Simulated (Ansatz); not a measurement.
One change: `CB(F)[NH][AlH2]` becomes `C[B](F)[AlH2]`.

Ansatz, PBE0-D4/def2-TZVP geometries, multiplicity 1. Each molecule was computed in one conformer, which needn't be the lowest.

```
                                      property  `CB(F)[NH][AlH2]`
       HOMO–LUMO gap (ωB97M-V/def2-TZVPP) / eV              11.28
            HOMO energy (PBE0/def2-TZVPP) / eV              -7.71
            LUMO energy (PBE0/def2-TZVPP) / eV              -0.14
size of the dipole moment (PBE/def2-TZVPP) / D               2.59
         HOMO–LUMO gap (B3LYP/def2-TZVPP) / eV               7.16
           HOMO energy (B3LYP/def2-TZVPP) / eV              -7.53
```

Q: What does the change do to each property? (An estimate is asked.)

A: The calculation gave: 
| property | `C[B](F)[AlH2]` | shift |
| --- | --- | --- |
| HOMO–LUMO gap (ωB97M-V/def2-TZVPP) / eV | 9.12 | -2.16 |
| HOMO energy (PBE0/def2-TZVPP) / eV | -7.11 | 0.60 |
| LUMO energy (PBE0/def2-TZVPP) / eV | -1.71 | -1.57 |
| size of the dipole moment (PBE/def2-TZVPP) / D | 1.26 | -1.33 |
| HOMO–LUMO gap (B3LYP/def2-TZVPP) / eV | 5.01 | -2.15 |
| HOMO energy (B3LYP/def2-TZVPP) / eV | -6.93 | 0.60 |

With PBE0 the HOMO rises by 0.60 eV and the LUMO falls by 1.57 eV, so the gap narrows by about 2.17 eV. PBE moves the HOMO by 0.56 eV and ωB97M-V by 0.71 eV. The zero-point energy changes by -49.9 kJ/mol with -6 modes. Dipoles are sizes alone; their direction can turn.

B3LYP here is the variant with VWN-RPA as its local correlation; programs differ in this.
